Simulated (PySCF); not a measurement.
A GIAO shielding run with PySCF (density fitting, non-relativistic, gas phase) on SMILES CCC1=CC(C[SiH3])=CC=C1, C9H14Si:

```
$ OMP_NUM_THREADS=1 python probes_run.py task.json out

{"job": {"kind": "nmr", "xc": "PBE0", "basis": "pcSseg-1"}, "charge": 0, "multiplicity": 1}
C     -2.745718     1.591480     0.463466
C     -2.612232     0.325488    -0.385174
C     -1.318218    -0.377794    -0.085902
C     -1.235931    -1.292478     0.956094
C     -0.032076    -1.907075     1.250862
C      1.099921    -1.611974     0.513958
C      1.040215    -0.703233    -0.535830
C      2.263867    -0.358339    -1.316532
Si     3.201739     1.080351    -0.481607
C     -0.174899    -0.092255    -0.817191
H     -2.721852     1.341815     1.521905
H     -3.683666     2.098468     0.247180
H     -1.924506     2.274032     0.255864
H     -3.452217    -0.339275    -0.172144
H     -2.651233     0.595345    -1.442671
H     -2.119142    -1.526904     1.533404
H      0.023729    -2.622079     2.059371
H      2.039377    -2.093141     0.747923
H      1.990861    -0.072525    -2.332911
H      2.919477    -1.226978    -1.386223
H      2.328031     2.253247    -0.426580
H      4.395749     1.381919    -1.275422
H      3.587275     0.683393     0.872820
H     -0.230286     0.618273    -1.631409
```

Hardware: 1 thread of an Arm Neoverse V1, shared host. The job also computes population analyses, field gradients, ring-centre shieldings.

Q: How large is the calculation?

A: 82 electrons, 247 basis functions and 1296 auxiliary functions.

Q: How long does it take, and how much memory does it need?

A: 58 s of wall time, with 14 SCF cycles and 5 response iterations; peak memory 1.1 GiB. Times on a shared host scatter by some tens of per cent.
